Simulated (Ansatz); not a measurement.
Basis sets compared for Sn(SH)H3 (SnH4S). Charge 0, multiplicity 1. Geometry PBE-D4/def2-TZVP. Ansatz on 4 threads of Arm Neoverse V1 on a shared host; times are rough, and most runs start from earlier orbitals.

```xyz
6

Sn   -0.573    0.071    0.158
S     1.371   -0.150   -1.280
H     2.227   -0.287   -0.239
H    -1.882    0.306   -0.923
H    -0.368    1.424    1.200
H    -0.775   -1.364    1.084
```

In the def2 sets Sn takes a core potential; there is no spin–orbit coupling.

Binding counts from free atoms (Sn triplet, S triplet, H doublet) in the same basis, without a counterpoise term.

```tsv
level	functions	energy (Eh)	HOMO (eV)	LUMO (eV)	binding per atom (eV)	wall time
PBE-D4/def2-SVP	64	-614.5747	-5.83	-1.25	2.43	0.4 s
PBE-D4/def2-TZVP (with forces)	111	-614.7273	-6.03	-1.53	2.45	0.75 s
r2SCAN-D4/def2-TZVP	111	-614.9597	-6.30	-1.22	2.47	1.6 s
PBE0-D4/def2-SVP	64	-614.6248	-7.10	-0.41	2.41	0.55 s
PBE0-D4/def2-TZVP	111	-614.7743	-7.25	-0.69	2.44	1.1 s
```

**Question.** Estimate the rows for PBE-D4/def2-TZVPD, r2SCAN-D4/def2-TZVPD, PBE0-D4/def2-TZVPD.

**Answer.** 
```json
{"level": "PBE-D4/def2-TZVPD", "functions": "138", "energy (Eh)": "-614.7286", "HOMO (eV)": "-6.08", "LUMO (eV)": "-1.65", "binding per atom (eV)": "2.46", "wall time": "0.9 s"}
{"level": "r2SCAN-D4/def2-TZVPD", "functions": "138", "energy (Eh)": "-614.9607", "HOMO (eV)": "-6.34", "LUMO (eV)": "-1.30", "binding per atom (eV)": "2.48", "wall time": "2 s"}
{"level": "PBE0-D4/def2-TZVPD", "functions": "138", "energy (Eh)": "-614.7754", "HOMO (eV)": "-7.29", "LUMO (eV)": "-0.84", "binding per atom (eV)": "2.44", "wall time": "1.1 s"}
```
